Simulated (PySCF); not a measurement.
# Si (silicon, neutral): wB97X-V calculation

Configuration: [Ne] 3s2 3p1 3d1, one real determinant (an excited configuration). All numbers are calculated (PySCF 2.14, scalar relativity by spin-free X2C-1e, in aug-cc-pVDZ-DK (5s4p2d, 27 functions)).

```
Total energy                                                  : -289.6487 hartree
One-electron energy                                           : -399.6883 hartree
Hartree (Coulomb) energy                                      : 130.7377 hartree
Exchange-correlation energy                                   : -20.6981 hartree
⟨S²⟩                                                          : 2.0028
⟨L²⟩                                                          : 8.009
Sum of ⟨r⟩                                                    : 15.48 bohr
Sum of ⟨r²⟩                                                   : 39.71 bohr²
Traceless quadrupole moment −½Σ⟨3z² − r²⟩ along its main axis : 2.10 e·bohr²
Langevin diamagnetic susceptibility                           : -31.4 ×10⁻⁶ cm³/mol
```

```tsv
shell	electrons	mean orbital energy (hartree)	spread (hartree)	rms radius, mean of both spins (bohr)
1s α	1	-66.47906	0	0.129
1s β	1	-66.47615	0	0.129
2s α	1	-5.56933	0	0.617
2s β	1	-5.56603	0	0.617
2p α	3	-3.89485	0.00453	0.602
2p β	3	-3.88967	0.01406	0.602
3s α	1	-0.61634	0	2.28
3s β	1	-0.56436	0	2.28
3p α	1	-0.34026	0	2.79
3d α	1	-0.01888	0	4.31
```

⟨L²⟩ = 8.01 against 12 for a pure F term, so this real determinant mixes terms. The outer electron is Rydberg-like, and this basis confines it to a smaller radius and binds it less than a complete one would.

Densities and radii are taken from the X2C orbitals without a picture-change correction, which distorts them close to the nucleus.
